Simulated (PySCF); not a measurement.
Gas-phase equilibrium of 1 mol N₂O, 13 mol N₂ at 1800 K and 0.133 bar, among 8 species (O₂, N₂, O, NO, O₃, N, N₂O, NO₂). Only gases are allowed; each row takes one source of thermochemistry for all species, and Cantera finds the minimum.

Computed with PySCF (xtb for GFN2) and rigid-rotor harmonic-oscillator thermochemistry at 1 bar. Table values come from the NASA 1993 polynomials. † marks an energy on the PBE0/def2-TZVP geometry and frequencies; other levels use their own. MP2 and CCSD(T) freeze the core. Open shells (unrestricted) among the columns below: O₂ (multiplicity 3), O (multiplicity 3, electronic degeneracy 9), NO (multiplicity 2, electronic degeneracy 4), N (multiplicity 4), NO₂ (multiplicity 2); the rest are closed-shell singlets. GFN2 has no spin-polarisation term. Spin-orbit splitting is ignored; it lowers the true energy and changes the entropy of O, NO. MP2 isn't extrapolated to the basis-set limit. CCSD(T) isn't extrapolated to the basis-set limit. The harmonic model lacks anharmonicity and excited electronic states, which grow with temperature; levels with a mode under 35 cm⁻¹ are left out.

Molecules larger than those listed are left out. Table species left out: NO3.

Mole fractions:

```
thermochemistry      x N₂   x N₂O      x O    x O₂     x NO      x N   x NO₂
-------------------  ----  ------  -------  ------  -------  -------  ------
table                0.96  4.3e-8   6.1e-5   0.034   0.0018  9.8e-11  6.8e-7
CCSD(T)/def2-SVP†    0.96  1.5e-8  0.00036   0.033   0.0024   1.8e-9  2.4e-7
CCSD(T)/def2-TZVPP†  0.96  2.0e-8  0.00018   0.033   0.0019  5.4e-10  3.2e-7
GFN2-xTB             0.93   0.071   <1e-12  <1e-12   6.4e-7   <1e-12  2.6e-8
HF/def2-TZVP†        0.93  <1e-12    0.067  1.0e-6   1.3e-5  0.00073  <1e-12
MP2/def2-TZVPP†      0.97  1.6e-7   3.5e-5   0.034  0.00086  1.0e-10  1.2e-6
ωB97M-V/def2-TZVP†   0.96  2.1e-8   4.6e-5   0.034   0.0018  8.1e-11  4.1e-7
```
The most sensitive of these is N₂O: it spans a factor of 10^10.9 over these rows; at this temperature one factor of ten is RT ln 10 = 34 kJ/mol.
